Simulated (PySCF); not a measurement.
HIMgO. Atoms are numbered in the order given.

```xyz
4

Mg     0.0000     0.0000    -1.5908
I      0.0000     0.0000     0.9454
O      0.0000     0.0000    -3.3408
H      0.0000     0.0000    -4.2893
```

Coordinates come from a r2SCAN-D4/def2-TZVP optimisation. The def2 effective core potentials stand for the cores of I; spin–orbit coupling is left out. Other conformers were not sampled.

Calculation: r2SCAN-D4/def2-TZVP (PySCF 2.14.0).

Frequencies are harmonic and unscaled.

Modes within 1.5 cm⁻¹ of each other (mostly degenerate sets) share a row, with their intensities summed.

```csv
mode,ν (cm⁻¹),IR (km/mol),moving atoms (share of kinetic energy)
1–2,76,299.1,"H 50 %, O 30 %, Mg 20 %"
3–4,126,0.0,"Mg 46 %, H 44 %, O 8 %"
5,270,9.0,"Mg 38 %, O 36 %, I 24 %"
6,827,179.3,"O 48 %, Mg 48 %"
7,4036,116.3,H 94 %
```
